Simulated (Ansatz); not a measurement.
Molecule: GaBr, net charge 0, singlet state. 
Geometry from a B3LYP-D3(BJ)/def2-TZVP (Ansatz, a quantum-chemistry and plane-wave program) optimisation:
```xyz
2

Ga     0.0000     0.0000    -1.2726
Br     0.0000     0.0000     1.1272
```
Charge 0, spin multiplicity 1.

Basis-set convergence of Hartree-Fock and MP2 correlation energies (hartree) with Ansatz. Cores are frozen in the correlated levels unless marked. No spin-orbit coupling. Frozen are the shells of the preceding noble gas and the d and f shells that filled before the atom's block. Non-relativistic.

```
basis       functions        E(HF)  E(corr, MP2)
----------  ---------  -----------  ------------
def2-SVP           64  -4495.17519      -0.16159
def2-TZVPP         96  -4495.74079      -0.20998
def2-QZVPP        178  -4495.82975      -0.23111
```

Extrapolating the two largest sets (X = 3 and 4) as X^-3: E(corr) = (64·(-0.23111) - 27·(-0.20998))/37 = -0.2465 Eh, an estimate of the basis-set limit. The largest set recovers 93.7 % of it, the smallest 65.5 %.
